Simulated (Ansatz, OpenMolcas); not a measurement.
C2H4GaN (SMILES N=C=[CH][GaH2]): the vertical energy of the triplet above the singlet, rung by rung

C2H4GaN has 8 atoms, charge 0, and is taken as a singlet. As SMILES, `N=C=[CH][GaH2]`. The shape is that of a PBE0-D4/def2-TZVP optimisation.

Each level gives the vertical energy of the triplet above the singlet (eV). The values are calculated.

```csv
level,kind,program,value (eV),CPU time (all runs)
HF/def2-SVP,Hartree–Fock,OpenMolcas,3.87,47 s
SVWN5/def2-SVP,LDA,OpenMolcas,3.91,1.9 min
BLYP/def2-SVP,GGA,OpenMolcas,3.80,2.5 min
r2SCAN/def2-SVP,meta-GGA,Ansatz,3.75,54 s
BHLYP/def2-SVP,global hybrid,Ansatz,4.02,28 s
PBE0/def2-SVP,global hybrid,OpenMolcas,3.91,2.2 min
B2PLYP/def2-SVP,double hybrid,Ansatz,4.08,35 s
RPA@PBE0/def2-SVP,RPA,Ansatz,4.07,60 s
```

All-electron rows without a relativistic Hamiltonian named are non-relativistic. The values span 3.75 to 4.08 eV. Times are those of the runs behind each value, whatever else they computed, on shared processors of several kinds: orders of magnitude only.
